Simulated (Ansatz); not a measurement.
Frontier orbitals of CH3GaO2.

Cartesian coordinates in Å:
```
O -1.564 -1.203 1.777
Ga -1.759 -0.892 -0.003
C 1.025 0.754 -1.010
O 0.666 0.321 0.051
H -0.768 -0.904 2.222
H 0.403 0.655 -1.918
H 1.996 1.271 -1.119
```

Total charge 0; spin multiplicity 1. Correlated methods include outer-core shells of Ga, which these sets cover unevenly. Scalar relativity is left out up to krypton. The bonds changed during the relaxation, so this is another structure than the one it started from. The geometry is a stationary point of PBE0-D4/def2-TZVP. It is one conformer, not always the lowest. Basis def2-TZVPP, Ansatz.

Orbital energies of one run (eV). Highest occupied ones, from the top: -7.33, -9.54, -10.15, -10.96, -13.58, -14.34, -15.71, -16.73, -20.70, -25.25, -25.47, -25.48, -25.64, -25.65. Empty: -0.73, 0.18, 0.57, 1.79, 2.42, 3.59.

(1) Which functional gave them?
A. BHLYP
B. PBE0
C. CAM-B3LYP
D. PBE

Answers

(1) A. HOMO energies: BHLYP -7.33, CAM-B3LYP -7.72, PBE -5.35, PBE0 -6.39 eV.
